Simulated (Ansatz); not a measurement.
Ansatz (an electronic-structure program) input (RI-MP2/cc-pVQZ):
A basis named .json is the Basis Set Exchange file of that set.

Ansatz 0.2 input:
```yaml
crystal:
  periodic: [false, false, false]
  atoms:
    - {symbol: C, position_ang: [-2.17040851, 0.06427607, -0.14639857]}
    - {symbol: C, position_ang: [-1.07614581, 0.08127349, 0.59716402]}
    - {symbol: C, position_ang: [0.12335905, -0.80467037, 0.29270768]}
    - {symbol: C, position_ang: [1.22680525, 0.00047175, -0.17509925]}
    - {symbol: N, position_ang: [2.06692268, 0.67802069, -0.54145599]}
    - {symbol: H, position_ang: [-3.02237308, 0.67771360, 0.11468403]}
    - {symbol: H, position_ang: [-2.27039896, -0.56509096, -1.02265473]}
    - {symbol: H, position_ang: [-0.98700208, 0.70756401, 1.47582907]}
    - {symbol: H, position_ang: [-0.09480565, -1.53563734, -0.49271734]}
    - {symbol: H, position_ang: [0.47493293, -1.35447513, 1.17396353]}
    - {symbol: H, position_ang: [2.80952824, 1.27567544, -0.86915573]}
basis:
  gaussian:
    orbitals: cc-pVQZ
    fitting: {mean_field: def2-universal-jkfit, correlation: cc-pVQZ-RIFIT.json}
total_charge: 1
magnetization: {spin_polarized: false}
correlation: {method: mp2, electrons: outside_noble_gas}
```

Output:

```
Functional definition: HF
integrals: 0.72 GiB planned
485 factors; integrals over basis functions are off by at most 3.9e0 eV
mean field: 1.64 GiB planned
mean field evaluation 1: about -5688.0511 eV, gradient 4.5e1 eV
mean field evaluation 2: about -5692.0306 eV, gradient 1.9e1 eV
mean field evaluation 4: about -5692.8029 eV, gradient 2.2e0 eV
mean field evaluation 8: about -5692.8139 eV, gradient 1.1e-6 eV
mean field -5692.81391457 eV, -209.2070526327 hartree, gradient 1.1e-6 eV, S^2 0.000000; 0 other end points of the search recorded, 0 dependent functions left out
5 core orbitals not correlated
990 factors; their error is unknown
reference -5692.81391457 eV, -209.2070526327 hartree; 13, 13 occupied and 437, 437 virtual orbitals, 990 factors
second order -23.67218067 eV of doubles, -0.00000000 eV of singles
Total energy: -5716.48609524 eV, -210.0769892266 hartree
```

It need not be the lowest isomer of its formula.
